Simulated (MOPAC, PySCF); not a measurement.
H₃InS₃, SMILES `[SH][In]([SH])[SH]`, neutral singlet in the gas phase. 

Z-matrix (Å, degrees):
```
In
S 1 2.3718
H 2 1.3405 1 93.90
S 1 2.3741 2 118.20 3 -179.62
H 4 1.3398 1 94.14 2 -179.69
S 1 2.3775 2 119.44 3 0.26
H 6 1.3399 1 94.40 2 -179.85
```
Charge 0, multiplicity 1.

All levels are single points at this geometry (CAM-B3LYP-D3(BJ)/def2-TZVP); Pople sets use spherical d functions. Orbital energies aren't observables, and empty levels follow the basis.

TPSSh-D3(BJ)/def2-TZVP in PySCF gives gap (eV) = 4.86.

Estimate the gap (eV) from each of these levels: CAM-B3LYP-D3(BJ)/def2-TZVP in PySCF; PBE-D3(BJ)/def2-TZVP in PySCF; B3LYP/6-311+G** (LANL2DZ on In) in PySCF; B3LYP/6-31G* (LANL2DZ on In) in PySCF; B3LYP/LANL2DZ in PySCF; BP86/6-31G* (LANL2DZ on In) in PySCF; PBE/6-31G* (LANL2DZ on In) in PySCF; HF/6-31G* (LANL2DZ on In) in PySCF; AM1 in MOPAC; PM3 in MOPAC; PM6 in MOPAC; PM7 in MOPAC.


```csv
level,gap (eV)
CAM-B3LYP-D3(BJ)/def2-TZVP in PySCF,8.11
PBE-D3(BJ)/def2-TZVP in PySCF,3.82
B3LYP/6-311+G** (LANL2DZ on In) in PySCF,5.36
B3LYP/6-31G* (LANL2DZ on In) in PySCF,5.47
B3LYP/LANL2DZ in PySCF,5.35
BP86/6-31G* (LANL2DZ on In) in PySCF,3.91
PBE/6-31G* (LANL2DZ on In) in PySCF,3.90
HF/6-31G* (LANL2DZ on In) in PySCF,11.68
AM1 in MOPAC,7.39
PM3 in MOPAC,7.09
PM6 in MOPAC,8.01
PM7 in MOPAC,8.05
```
